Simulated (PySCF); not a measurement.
# Working out the ionisation energy of Co⁺

Co⁺ [Ar] 3d8 (3F) → Co²⁺ [Ar] 3d7 (4F). All numbers are calculated (PySCF 2.14, the non-relativistic Hamiltonian (point nucleus), in def2-TZVPPD (6s6p4d2f1g, 67 functions)). Frozen: [Ne]. Energies in hartree (1 hartree = 27.21139 eV):

| part | Co⁺ (lower) | Co²⁺ (upper) |
| --- | --- | --- |
| UHF | -1381.109254 | -1380.581815 |
| CCSD correlation | -0.577671 | -0.489828 |
| (T) | -0.013350 | -0.007895 |

Problem. What does Hartree-Fock give?

Solution. (-1380.581815) − (-1381.109254) = 0.527439 hartree = 14.352 eV.

Problem. What do CCSD and CCSD(T) give?

Solution. The CCSD correlation energies differ by 0.087843 hartree = 2.390 eV and the triples by 0.005455 hartree = 0.148 eV, so CCSD gives 16.742 eV and CCSD(T) 16.890 eV.

A first-order spin-orbit estimate adds -0.010 eV to CCSD(T) (valence and next inner shell), giving 16.880 eV against 17.084 eV (measured; NIST Atomic Spectra Database, ionization energies).

The calculation is non-relativistic.

What remains against the reference includes basis incompleteness, the frozen core and higher excitations.
